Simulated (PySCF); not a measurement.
HP2, SMILES P#[PH+], charge +1. Atoms are numbered in the order given.

```xyz
3

P      0.0000     0.0000     1.0114
P      0.0000     0.0000    -0.8598
H      0.0000     0.0000    -2.2751
```
Charge +1, spin multiplicity 1.

Geometry optimised at TPSSh-D3(BJ)/def2-TZVPD. The isomer is the one that the SMILES or the coordinates give; other isomers of the formula were not compared.

Two levels are set side by side: PBE/pcSseg-2 (PySCF) and PBE0/pcSseg-2 (PySCF). GIAO shifts against PH3 (³¹P), TMS (¹H) at the same level; non-relativistic, no solvent, atoms listed together averaged. Differences are taken from unrounded values.

```tsv
quantity	PBE
δ(³¹P) of P1 (ppm)	343.6
δ(³¹P) of P2 (ppm)	356.3
δ(¹H) of H3 (ppm)	8.39
```

Task: These are the PBE values. What does PBE0 give? (An estimate is asked for; the answer gives what the named calculation found.)

Result: 
```json
[
 {"quantity": "δ(³¹P) of P1 (ppm)", "PBE0": "366.6", "PBE minus PBE0": "-23.0"},
 {"quantity": "δ(³¹P) of P2 (ppm)", "PBE0": "367.5", "PBE minus PBE0": "-11.2"},
 {"quantity": "δ(¹H) of H3 (ppm)", "PBE0": "8.48", "PBE minus PBE0": "-0.09"}
]
```

Rough cost on one machine, each run with all the roots and properties that it gave: PBE0 against PBE within a factor of 2.
